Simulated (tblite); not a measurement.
C₅H₁₁NSi₃.
Numbering: `[CH:1]#[C:2][C:3]#[C:4][Si@@H:5]([CH2:6][SiH3:7])[SiH2:8][NH2:9]` (hydrogens: H10 on C1; H11 on Si5; H12, H13 on C6; H14, H15, H16 on Si7; H17, H18 on Si8; H19, H20 on N9)

Cartesian coordinates in Å at the GFN2-xTB level; atoms count from 1:
```
atom  x, y, z in Å
C1     5.5722   -1.0306    0.0495
C2     4.3917   -0.8393   -0.1021
C3     3.0605   -0.6321   -0.2732
C4     1.8702   -0.4534   -0.4358
Si5    0.0520   -0.1664   -0.6342
C6    -0.7858   -1.3263    0.6409
Si7   -2.6785   -1.2661    0.6864
Si8   -0.4399    2.0610   -0.2794
N9    -1.9591    2.3199   -1.0566
H10    6.5992   -1.1952    0.1795
H11   -0.2573   -0.7013   -1.9765
H12   -0.4697   -2.3507    0.4402
H13   -0.4035   -1.0870    1.6348
H14   -3.2260   -1.4841   -0.6563
H15   -3.2088   -2.2874    1.5938
H16   -3.1169    0.0537    1.1617
H17   -0.4250    2.4334    1.1523
H18    0.4543    3.0102   -0.9498
H19   -2.7232    1.6916   -0.8669
H20   -2.3113    3.2606   -1.1318
```

Computed values, GFN2-xTB/tblite, gas phase, harmonic and unscaled. The method is semi-empirical: single wavenumbers can be off by several per cent or more. Modes of hydrogen on silicon can be 10 to 20 % off. One conformer, not necessarily the lowest.

Harmonic wavenumbers (cm⁻¹): 31.2, 35.8, 42.7, 55.2, 102.5, 121.8, 143.2, 148.0, 167.9, 183.0, 219.6, 246.9, 262.1, 393.3, 397.3, 412.6, 435.4, 489.3, 511.7, 528.2, 534.5, 583.6, 595.1, 633.0, 634.9, 641.9, 678.3, 699.4, 722.7, 796.7, 798.2, 805.2, 812.0, 822.1, 839.1, 888.0, 1019.5, 1063.7, 1130.3, 1458.7, 1536.3, 2095.4, 2119.4, 2188.4, 2204.6, 2221.9, 2236.3, 2245.6, 2267.4, 2961.0, 2975.3, 3403.7, 3471.2, 3503.2.

A = 1352, B = 437.1, C = 344.6 MHz; mass 169.020 u (most abundant isotopes); point group C1, symmetry number 1.

**Question.** Zero-point energy?

**Answer.** ½Σν̃ = 28257 cm⁻¹ = 80.79 kcal/mol.

**Question.** Give the ideal-gas entropy at 500 K and 1 bar in the rigid-rotor, harmonic-oscillator model (classical rotation).

**Answer.** Translation 43.88, rotation 33.28, vibration 83.22: S = 160.4 cal/(mol K).

**Question.** And Cp and H(500 K) − H(0)?

**Answer.** Cp = 73.07 cal/(mol K), of which vibrations give 65.12 (their classical limit is 54 R = 107.3); H(500 K) − H(0) = 23.48 kcal/mol without the zero-point energy, 19.51 from vibrations.

**Question.** Which modes carry the vibrational entropy at 500 K?

**Answer.** 31.2 cm⁻¹: 6.78; 35.8 cm⁻¹: 6.50; 42.7 cm⁻¹: 6.15; 55.2 cm⁻¹: 5.65; 102.5 cm⁻¹: 4.42; 121.8 cm⁻¹: 4.08 cal/(mol K); the other 48 give 49.64 together.

**Question.** How do the functions run with temperature in this model?

**Answer.** 
```tsv
T (K)	S (cal/(mol K))	Cp (cal/(mol K))	H − H(0) (kcal/mol)	G − H(0) (kcal/mol)	ln q(vib)
100	83.2	27.6	1.83	-6.50	4.30
200	107.1	43.1	5.36	-16.06	9.25
300	127.2	56.4	10.37	-27.80	13.85
800	198.1	87.1	47.70	-110.74	32.96
1000	218.2	93.2	65.76	-152.42	39.10
```

q(vib) and H(0) count from the zero-point level.

**Question.** Blend soft modes into free rotors: weight 1/[1 + (100 cm⁻¹/ν̃)⁴] for the oscillator and the rest for a rotor with moment μB/(μ + B), μ = h/(8π²ν), B = 10⁻⁴⁴ kg m². What vibrational entropy results?

**Answer.** 74.30 cal/(mol K) in place of 83.22, which changes −T·S at 500 K by +4.46 kcal/mol.

**Question.** What must be added to the electronic energy to get the Gibbs energy at 500 K and 1 bar?

**Answer.** ZPE + [H(500 K) − H(0)] − T·S = 80.79 + 23.48 − 80.19 = 24.08 kcal/mol.

Hindered rotation and anharmonicity are outside this model. Other conformers, if any are populated, would add a mixing term that is left out. The structure is chiral; the term R ln 2 for an equal mix with its mirror image is left out.
